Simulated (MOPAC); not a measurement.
Job for MOPAC: PM7 on C2H8Si (SMILES CC[SiH3]), a point of a torsion scan.

```
PM7 1SCF PRECISE CHARGE=0 THREADS=1
C2H8Si

C     -1.29830572 1     0.56778928 1    -0.16217835 1
C     -0.33765593 1    -0.61130734 1     0.02656995 1
Si    -0.97494618 1    -1.92325731 1     1.24751975 1
H     -1.99876537 1     0.65108449 1     0.66632160 1
H     -0.76282579 1     1.50881668 1    -0.26209823 1
H     -1.89594070 1     0.42691097 1    -1.06137890 1
H     -0.11288550 1    -1.05949485 1    -0.94153685 1
H      0.61549617 1    -0.23684575 1     0.40758071 1
H     -1.17137598 1    -1.29564892 1     2.55672362 1
H     -2.25206791 1    -2.46461029 1     0.77683466 1
H      0.01010875 1    -3.00116090 1     1.35519630 1
```

The log:

```
*******************************************************************************
 **                                                                           **
 **                              MOPAC v23.2.5                                **
 **                                                                           **
 *******************************************************************************
 ** MOPAC's Digital Object Identifier: https://doi.org/10.5281/zenodo.6511958 **
 **                                                                           **
 ** Please cite the open-source release paper for use of this MOPAC version:  **
 ** J. E. Moussa and J. J. P. Stewart (2026)                                  **
 ** MOPAC: An open-source semiempirical molecular orbital program             **
 ** J. Open Source Softw., 11(119), 8025, https://doi.org/10.21105/joss.08025 **
 *******************************************************************************

                              PM7 CALCULATION RESULTS

 *******************************************************************************
 *  PM7        - The PM7 Hamiltonian to be used
 *
 *
 *
 *                 CHARGE ON SYSTEM = 0
 *
 *
 *
 *  PRECISE    - TIGHTER CRITERIA TO BE USED
 *  1SCF       - DO 1 SCF AND THEN STOP
 *  THREADS=1  - MULTI-THREADING NOT USED
 *  T=         - A TIME OF 172800.0 SECONDS REQUESTED
 *  DUMP=N     - RESTART FILE WRITTEN EVERY 7200.0 SECONDS REQUESTED
 *******************************************************************************
PM7 1SCF PRECISE CHARGE=0 THREADS=1
 C2H8Si

   ATOM   CHEMICAL          X               Y               Z
  NUMBER   SYMBOL      (ANGSTROMS)     (ANGSTROMS)     (ANGSTROMS)

     1       C         -1.29830572  *   0.56778928  *  -0.16217835  *
     2       C         -0.33765593  *  -0.61130734  *   0.02656995  *
     3      Si         -0.97494618  *  -1.92325731  *   1.24751975  *
     4       H         -1.99876537  *   0.65108449  *   0.66632160  *
     5       H         -0.76282579  *   1.50881668  *  -0.26209823  *
     6       H         -1.89594070  *   0.42691097  *  -1.06137890  *
     7       H         -0.11288550  *  -1.05949485  *  -0.94153685  *
     8       H          0.61549617  *  -0.23684575  *   0.40758071  *
     9       H         -1.17137598  *  -1.29564892  *   2.55672362  *
    10       H         -2.25206791  *  -2.46461029  *   0.77683466  *
    11       H          0.01010875  *  -3.00116090  *   1.35519630  *



          CARTESIAN COORDINATES

    NO.       ATOM           X           Y           Z

     1         C         -1.2983      0.5678     -0.1622
     2         C         -0.3377     -0.6113      0.0266
     3        Si         -0.9749     -1.9233      1.2475
     4         H         -1.9988      0.6511      0.6663
     5         H         -0.7628      1.5088     -0.2621
     6         H         -1.8959      0.4269     -1.0614
     7         H         -0.1129     -1.0595     -0.9415
     8         H          0.6155     -0.2368      0.4076
     9         H         -1.1714     -1.2956      2.5567
    10         H         -2.2521     -2.4646      0.7768
    11         H          0.0101     -3.0012      1.3552

 General Reference for PM7:
 "Optimization of Parameters for Semiempirical Methods VI: More Modifications to the
 NDDO Approximations and Re-optimization of Parameters", J. J. P. Stewart, J. Mol. Mod., 1:32, 19 (2013)
 https://link.springer.com/article/10.1007/s00894-012-1667-x

           Empirical Formula: C2 H8 Si  =    11 atoms



      MOLECULAR POINT GROUP   :   C1


      RHF CALCULATION, NO. OF DOUBLY OCCUPIED LEVELS = 10


 -------------------------------------------------------------------------------
 PM7 1SCF PRECISE CHARGE=0 THREADS=1
 C2H8Si



     1SCF WAS SPECIFIED, SO BFGS WAS NOT USED
     SCF FIELD WAS ACHIEVED


                              PM7 CALCULATION
                                                       MOPAC v23.2.5 Linux




          FINAL HEAT OF FORMATION =         -6.47227 KCAL/MOL =     -27.07996 KJ/MOL


          COSMO AREA              =        115.43 SQUARE ANGSTROMS
          COSMO VOLUME            =        104.66 CUBIC ANGSTROMS

          IONIZATION POTENTIAL    =         10.892778 EV
          HOMO LUMO ENERGIES (EV) =        -10.893  1.694
          NO. OF FILLED LEVELS    =         10
          MOLECULAR WEIGHT        =         60.1707         POINT GROUP:  C1

          MOLECULAR DIMENSIONS (Angstroms)

            Atom       Atom       Distance
            H    11    H     5     4.85314
            H     7    H     9     3.45452
            H    10    H     8     3.11082


          SCF CALCULATIONS        =          1





   ATOM   CHEMICAL          X               Y               Z
  NUMBER   SYMBOL      (ANGSTROMS)     (ANGSTROMS)     (ANGSTROMS)

     1       C         -1.29830572  *   0.56778928  *  -0.16217835  *
     2       C         -0.33765593  *  -0.61130734  *   0.02656995  *
     3      Si         -0.97494618  *  -1.92325731  *   1.24751975  *
     4       H         -1.99876537  *   0.65108449  *   0.66632160  *
     5       H         -0.76282579  *   1.50881668  *  -0.26209823  *
     6       H         -1.89594070  *   0.42691097  *  -1.06137890  *
     7       H         -0.11288550  *  -1.05949485  *  -0.94153685  *
     8       H          0.61549617  *  -0.23684575  *   0.40758071  *
     9       H         -1.17137598  *  -1.29564892  *   2.55672362  *
    10       H         -2.25206791  *  -2.46461029  *   0.77683466  *
    11       H          0.01010875  *  -3.00116090  *   1.35519630  *

                             CARTESIAN COORDINATES

   1    C       -1.298305720     0.567789280    -0.162178350
   2    C       -0.337655930    -0.611307340     0.026569950
   3   Si       -0.974946180    -1.923257310     1.247519750
   4    H       -1.998765370     0.651084490     0.666321600
   5    H       -0.762825790     1.508816680    -0.262098230
   6    H       -1.895940700     0.426910970    -1.061378900
   7    H       -0.112885500    -1.059494850    -0.941536850
   8    H        0.615496170    -0.236845750     0.407580710
   9    H       -1.171375980    -1.295648920     2.556723620
  10    H       -2.252067910    -2.464610290     0.776834660
  11    H        0.010108750    -3.001160900     1.355196300


           Empirical Formula: C2 H8 Si  =    11 atoms



      MOLECULAR POINT GROUP   :   C1


                  EIGENVALUES
 -27.69125 -21.58157 -17.38904 -15.47037 -14.51083 -13.25772 -12.57724 -12.20591
 -11.80387 -10.89278   1.69353   2.71771   2.72388   4.38448   5.53175   5.85731
   6.09446   6.71895   7.03311   8.21517  21.20978  21.31857  21.99021  22.12388
  22.46515


              NET ATOMIC CHARGES AND DIPOLE CONTRIBUTIONS

  ATOM NO.   TYPE          CHARGE      No. of ELECS.   s-Pop       p-Pop       d-Pop
    1          C          -0.403412        4.4034     1.04013     3.36328
    2          C          -0.450472        4.4505     1.05468     3.39579
    3         Si           0.039051        3.9609     0.90324     2.91896     0.13876
    4          H           0.143801        0.8562     0.85620
    5          H           0.140844        0.8592     0.85916
    6          H           0.141262        0.8587     0.85874
    7          H           0.156718        0.8433     0.84328
    8          H           0.156965        0.8430     0.84303
    9          H           0.024663        0.9753     0.97534
   10          H           0.026373        0.9736     0.97363
   11          H           0.024207        0.9758     0.97579
 DIPOLE           X         Y         Z       TOTAL
 POINT-CHG.    -0.163    -0.169     0.211     0.316
 HYBRID         0.276     0.526    -0.497     0.775
 SUM            0.113     0.358    -0.286     0.472


          ATOMIC ORBITAL ELECTRON POPULATIONS

     Atom    s        px        py        pz      x^2-y^2     xz        z^2       yz        xy
    1  C   1.04013   1.11508   1.07762   1.17057
    2  C   1.05468   1.11951   1.10264   1.17364
    3 Si   0.90324   1.01518   0.94475   0.95902   0.01673   0.01501   0.03555   0.03118   0.04028
    4  H   0.85620
    5  H   0.85916
    6  H   0.85874
    7  H   0.84328
    8  H   0.84303
    9  H   0.97534
   10  H   0.97363
   11  H   0.97579

 **********************
 *                    *
 * JOB ENDED NORMALLY *
 *                    *
 **********************




 == MOPAC DONE ==
```

The run finished.

Cost: around 0.020 core-seconds (rough).
